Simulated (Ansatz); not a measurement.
Compare A (`CO[SiH]([SiH3])Cl`) with its isomer B (`O[SiH]([SiH3])CCl`).

Computed with Ansatz on PBE0-D4/def2-TZVP structures; ΔE is electronic, products minus reactants. CCSD(T)/CBS is the MP2 limit (def2-TZVPP, def2-QZVPP) plus CCSD(T) − MP2 in def2-TZVPP, frozen cores. DFT in def2-TZVPP. B3LYP here is the variant with VWN-RPA as its local correlation; programs differ in this. One conformer a species, not always the lowest.

(1) Which isomer does CCSD(T)/CBS put lower? Give the gap. (Estimate.)

(2) Give E(B) − E(A) in kJ/mol with PBE-D4, MP2/def2-TZVPP, ωB97M-V, CCSD(T)/def2-TZVPP, HF/def2-TZVPP, PBE0-D4, B3LYP-D4. (Estimate.)

Largest T1 diagnostic: 0.012.

## Answers

(1) Ansatz gave: A, by 82.6 kJ/mol.

(2) Computed: PBE-D4 79.8, MP2/def2-TZVPP 84.3, ωB97M-V 85.2, CCSD(T)/def2-TZVPP 83.8, HF/def2-TZVPP 102.5, PBE0-D4 82.9, B3LYP-D4 88.5. None reverses the order clearly.

From PBE to PBE0 (25 % exact exchange), in def2-TZVPP and without D4, E(B) − E(A) moves by +3.0 kJ/mol. In def2-TZVPP, CCSD(T) changes the Hartree–Fock value by −18.8 kJ/mol (the triples alone add −2.3 kJ/mol) and MP2 by −18.3 kJ/mol.
